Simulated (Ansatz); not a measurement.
Molecule: sum formula SnOCl (charge -1, singlet). 
Coordinates optimised at B3LYP-D3(BJ)/def2-TZVP (Ansatz, an electronic-structure program):
```
Sn
O 1 1.8710
Cl 1 2.6259 2 106.36
```
Charge -1, spin multiplicity 1.

Basis-set convergence of Hartree-Fock and CCSD(T) correlation energies (hartree) with Ansatz. Valence correlation only, unless marked. Spin-orbit coupling is left out. The frozen core is the preceding noble-gas configuration, with the filled d and f shells of earlier blocks. Past Kr the def2 sets carry scalar-relativistic core potentials.

The T1 diagnostic of CCSD in the largest basis is 0.026, which is high, so the coupled-cluster rows are less sure than usual.

```json
[
 {"basis": "def2-SVPD", "functions": "82", "E(HF)": "-747.59050", "E(corr, CCSD(T))": "-0.47755"},
 {"basis": "def2-TZVPPD", "functions": "147", "E(HF)": "-747.83799", "E(corr, CCSD(T))": "-0.58846"},
 {"basis": "def2-QZVPPD", "functions": "233", "E(HF)": "-747.85524", "E(corr, CCSD(T))": "-0.63104"}
]
```

Extrapolating the two largest sets (X = 3 and 4) as X^-3: E(corr) = (64·(-0.63104) - 27·(-0.58846))/37 = -0.6621 Eh, an estimate of the basis-set limit. The largest set recovers 95.3 % of it, the smallest 72.1 %.
